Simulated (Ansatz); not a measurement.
Consider the redistribution: `[AlH2][B]([SiH3])O[SiH3]` + `NB(N)O` → `N[B](N)[AlH2]` + `OB([SiH3])O[SiH3]`.

Calculated with Ansatz (gas phase, PBE0-D4/def2-TZVP geometries, no zero-point term in ΔE). CCSD(T)/CBS adds triple-zeta CCSD(T) − MP2 to the extrapolated MP2 energy (def2 sets, frozen cores). DFT in def2-TZVPP. B3LYP here is the variant with VWN-RPA as its local correlation; programs differ in this. Each species was taken in one conformer, which may not be the lowest.

```
             level  ΔE (kJ/mol)  difference from CCSD(T)/CBS
            PBE-D4        -47.6                         -2.4
         r2SCAN-D4        -45.9                         -0.7
           PBE0-D4        -45.1                          0.1
          B3LYP-D4        -51.3                         -6.1
           ωB97X-V        -48.9                         -3.7
           ωB97M-V        -48.1                         -2.9
              PBE0        -46.0                         -0.8
     HF/def2-TZVPP        -50.0                         -4.8
    MP2/def2-TZVPP        -50.7                         -5.5
SCS-MP2/def2-TZVPP        -51.2                         -6.0
   CCSD/def2-TZVPP        -47.5                         -2.3
CCSD(T)/def2-TZVPP        -47.6                         -2.4
    MP2/def2-QZVPP        -49.1                         -3.9
SCS-MP2/def2-QZVPP        -49.6                         -4.4
      HF/CBS(def2)        -49.3                         -4.1
     MP2/CBS(def2)        -48.3                         -3.1
       CCSD(T)/CBS        -45.2                            0
```

Largest T1 diagnostic among the species: 0.014.
